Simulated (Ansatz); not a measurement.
C₄H₉BO (SMILES C=CB(C)OC), singlet, at a GFN2-xTB geometry, with bond 8-6 at 1.4 times its length; SC-NEVPT2/STO-3G, CASSCF(4,3) in Ansatz (an electronic-structure program).

The Ansatz input:
Ansatz 0.2 input:
```yaml
crystal:
  periodic: [false, false, false]
  atoms:
    - {symbol: B, position_ang: [-0.24400447, 0.12783938, 0.54934984]}
    - {symbol: C, position_ang: [-0.52987185, 0.53995948, 2.06163975]}
    - {symbol: H, position_ang: [-1.19283368, -0.17908372, 2.53811806]}
    - {symbol: H, position_ang: [-0.99167624, 1.51982313, 2.13631349]}
    - {symbol: H, position_ang: [0.38579191, 0.55289187, 2.64851441]}
    - {symbol: C, position_ang: [0.48759341, -1.24129061, 0.26111214]}
    - {symbol: C, position_ang: [1.56280886, -1.40664909, -0.49835827]}
    - {symbol: H, position_ang: [-0.05273337, -2.46805111, 0.97817419]}
    - {symbol: H, position_ang: [2.05038846, -2.36242075, -0.62364656]}
    - {symbol: H, position_ang: [2.02653941, -0.57985953, -1.01440940]}
    - {symbol: O, position_ang: [-0.66638005, 0.98264724, -0.38418883]}
    - {symbol: C, position_ang: [-0.55793402, 0.82148016, -1.77504371]}
    - {symbol: H, position_ang: [-0.32118870, -0.20959800, -2.04924059]}
    - {symbol: H, position_ang: [-1.50968121, 1.11194919, -2.22578360]}
    - {symbol: H, position_ang: [0.22649876, 1.48247128, -2.15250303]}
basis:
  gaussian:
    orbitals: STO-3G
magnetization: {spin_polarized: false}
correlation: {method: sc_nevpt2, electrons: all, active_space: {window: {electrons: 4, orbitals: 3}}}
```

The log (banner, timings and long lists left out):

```
Functional definition: HF
544 factors; integrals over basis functions are off by at most 1.1e-4 eV
mean field evaluation 1: about -6882.8175 eV, gradient 2.3e1 eV
mean field evaluation 2: about -6883.0705 eV, gradient 2.3e1 eV
mean field evaluation 4: about -6884.9871 eV, gradient 2.1e0 eV
mean field evaluation 8: about -6885.0031 eV, gradient 4.4e-5 eV
mean field -6885.00305856 eV, -253.0191955794 hartree, gradient 1.5e-6 eV, S^2 0.000000; 0 other end points of the search recorded, 0 dependent functions left out; unrestricted orbitals would lower it
reference -6885.00305856 eV, -253.0191955794 hartree; 23, 23 occupied and 16, 16 virtual orbitals, 544 factors
state -6886.15752327 eV, -253.0616213751 hartree
state -6886.15752327 eV, -253.0616213751 hartree; corrected -6893.84284514 eV, -253.3440517445 hartree
Total energy: -6893.84284514 eV, -253.3440517445 hartree
```
